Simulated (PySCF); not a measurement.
# Dipole moment and polarisability across levels of theory

Species: p-cresol, C₇H₈O.
SMILES: `Cc1ccc(O)cc1`

PySCF, dipoles from the SCF density, polarisabilities from static response with core orbitals frozen. The structure is a single PBE0-D3(BJ)/def2-SVP conformer in the gas phase; no vibrational or solvent corrections.

Task: Compare the levels for these properties.

Result: 

| level | μ (D) | α (Å³) | anisotropy (Å³) |
| --- | --- | --- | --- |
| LDA/def2-SVPD | 1.318 | 13.35 | 8.41 |
| PBE/def2-SVPD | 1.268 | 13.23 | 8.41 |
| B3LYP/def2-SVPD | 1.326 | 12.93 | 7.98 |
| PBE0/def2-SVPD | 1.329 | 12.80 | 7.89 |
| BHandHLYP/def2-SVPD | 1.394 | 12.54 | 7.51 |
| CAM-B3LYP/def2-SVPD | 1.373 | 12.74 | 7.71 |
| wB97X-D/def2-SVPD | 1.355 | 12.76 | 7.61 |
| LC-wPBE/def2-SVPD | 1.388 | 12.45 | 7.47 |
| HF/def2-SVPD | 1.456 | 12.20 | 6.94 |
| PBE0/6-31G* | 1.370 | 10.62 | 9.05 |
| PBE0/def2-SVP | 1.341 | 11.16 | 8.35 |
| PBE0/6-31+G* | 1.453 | 12.29 | 7.67 |
| PBE0/aug-cc-pVDZ | 1.299 | 13.12 | 7.90 |
| PBE0/def2-TZVP | 1.328 | 12.48 | 8.05 |

The anisotropy is √(½[(α1 − α2)² + (α2 − α3)² + (α3 − α1)²]). The dipole runs from 1.27 D (PBE/def2-SVPD) to 1.46 D (HF/def2-SVPD). No reference polarisability is at hand; against PBE0 in the largest diffuse basis at hand (aug-cc-pVDZ) the other PBE0 rows deviate by 6-31G* -19%, def2-SVP -15%, 6-31+G* -6%, def2-SVPD -2%, def2-TZVP -5%. In one basis (def2-SVPD) the functionals order the polarisability from HF (lowest) to LDA (highest), a spread of 9%. With PBE0 the polarisability is 11.42 Å³ without diffuse functions (mean of 6-31G*, def2-SVP and def2-TZVP) and 12.74 Å³ with them (mean of 6-31+G*, def2-SVPD and aug-cc-pVDZ).
